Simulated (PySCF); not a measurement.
Computed shifts of a molecule C4H4F2, B3LYP/pcSseg-1 run with PySCF, GIAO, gas phase, equivalent atoms averaged, in ppm (number of nuclei): ¹⁹F: -187.8 (2). ¹³C: 151.6 (2), 99.6 (2). ¹H: 7.03 (2), 5.69 (2). References: ¹⁹F against CFCl3 (σ = 161.7 ppm); ¹³C against TMS (σ = 181.3 ppm); ¹H against TMS (σ = 31.68 ppm), references at their B3LYP-D3(BJ)/def2-TZVP geometries, non-relativistic. The structure is a stationary point at PBE-D3(BJ)/def2-SVP. Other conformers were not sampled.

Q: Identify the compound among the candidates.
(A) F/C=C\C=C/F
(B) F[C@@H]1C=C[C@H]1F
(C) CC=C=C(F)F
(D) C#CCC(F)F

A: B, F[C@@H]1C=C[C@H]1F
